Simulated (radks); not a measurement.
Values are calculated unless marked as measured or tabulated.
Question: All-electron atom: Eu in [Xe] 4f7 6s2. Level of theory: Dirac Kohn-Sham, PBEsol, spin-unpolarised, spherical densities, finite nucleus; open shells are shared between the two j in proportion to 2j + 1; Fermi nuclear charge, rms radius 5.1115 fm (a radial shooting solver on a logarithmic mesh with Libxc functionals).

Spin-orbit splittings of the eigenvalues, e(l+1/2) - e(l-1/2), with zeta = 2 splitting/(2l+1) and mean radii in bohr:

shell  occ.  splitting (eV)  zeta (eV)  <r> j=l-1/2  <r> j=l+1/2
2p        6           647.6      431.7      0.07908      0.08581
3p        6           132.0      87.99       0.2389       0.2518
3d       10           28.73      11.49       0.2236       0.2276
4p        6           29.19      19.46       0.5792       0.6086
4d       10           5.236      2.094       0.6483       0.6588
4f        7               ?          ?       0.9660       0.9885
5p        6           3.813      2.542        1.562        1.663

Estimate the 4f splitting.

Answer: 0.6165 eV (zeta = 0.1762 eV).
